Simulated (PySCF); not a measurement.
## How the functional moves excitation energies

Compound: GeH₅P.
SMILES: `[GeH3][PH2]`

Linear-response calculations in the def2-SVPD basis (PySCF; singlets by full response, triplets Tamm–Dancoff, core orbitals frozen in the response; HF means time-dependent Hartree–Fock). 'Strongest' is the level of largest summed f among the singlets computed (6 and 10 roots, of which the last may lack a degenerate partner); it can jump between rows when another state enters that window. S1 is the lowest singlet of each run and needn't be the same state throughout; f(S1) is that of one state. Isolated species at its PBE0-D3(BJ)/def2-SVP geometry, gas phase. The LDA/def2-SVPD calculation is non-relativistic and has no spin–orbit coupling, an omission that weighs most on germanium.

```csv
functional,kind,S1 (eV),f(S1),strongest (eV),T1 (eV),HOMO (eV),gap (eV),"ionisation energy, ΔSCF (eV)"
LDA,LDA,5.83,0.036,7.60,5.14,-6.53,5.44,9.76
PBE,GGA,5.89,0.040,7.67,5.07,-6.46,5.52,9.61
B3LYP,"global hybrid, 20% exact exchange",6.20,0.054,8.02,5.24,-7.34,6.89,9.73
PBE0,"global hybrid, 25% exact exchange",6.41,0.064,6.61,not run,-7.55,7.38,not run
CAM-B3LYP,range-separated hybrid,6.52,0.051,6.70,5.38,-8.79,9.37,9.75
wB97X-D,range-separated hybrid,6.69,0.091,6.84,5.56,-9.35,10.72,9.76
LC-wPBE,range-separated hybrid,6.86,0.016,8.71,5.50,-10.13,11.71,9.77
HF,Hartree–Fock,7.00,0.022,7.43,5.46,-10.01,12.00,not settled
```

Task: What does BHandHLYP (global hybrid, 50% exact exchange) give?

Result: S1 (eV) 6.65, f(S1) 0.060, strongest (eV) 6.86, T1 (eV) 5.44, HOMO (eV) -8.50, gap (eV) 8.97, ionisation energy, ΔSCF (eV) 9.64. S1 runs from 5.83 eV (LDA) to 7.00 eV (HF), a spread of 1.17 eV, while the orbital gap spreads over 6.6 eV. Along PBE (0%), B3LYP (20%), PBE0 (25%), BHandHLYP (50%), HF (100%) S1 rises with the share of exact exchange. −ε(HOMO) comes closest to its own ΔSCF ionisation energy with LC-wPBE (+0.36 eV) and misses most with LDA (-3.23 eV). 'Not settled' means that the ion's SCF failed to converge or may have ended in another state than the lowest.

Without π bonds the low states are Rydberg-like; a valence basis with one diffuse set may place them up to an eV too high.
